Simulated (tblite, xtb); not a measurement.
Li (SMILES [Li-]), charge -1, singlet (GFN-xTB shapes and energies of metal compounds can be far from the true ones). Base run: GFN1-xTB in xtb.

xtb was given this input:
```
$ xtb mol.xyz --gfn 1 --chrg -1 --json

# file mol.xyz
1

Li     0.00000000     0.00000000     0.00000000
```

Programs used: tblite, xtb; a row that names a program was run with it.

Each row names what was changed in the base input (with any setting that the change needs).

| change | ΔE vs base (kcal/mol) | G_solv (kcal/mol) | SCF cycles |
|---|---|---|---|
| base | 0.000 | - | 3 |
| gbsa = toluene | -61.44 | -61.44 | 3 |
| alpb = acetone | -63.3 | -63.29 | 3 |
| etemp = 5000 | ___ | - | 14 |
| program = tblite; method = gfn1; option = --spin-polarized | 0.000 | - | - |
| etemp = 1000 | 0.000 | - | 3 |
| etemp = 10000 | ___ | - | 15 |

Problem. Some entries are withheld; supply them.

Solution. 
- etemp = 5000, ΔE vs base (kcal/mol): -3.93
- etemp = 10000, ΔE vs base (kcal/mol): -29.35

ALPB and GBSA are two models with their own fitted parameters for each solvent, which aren't always the measured dielectric constant.
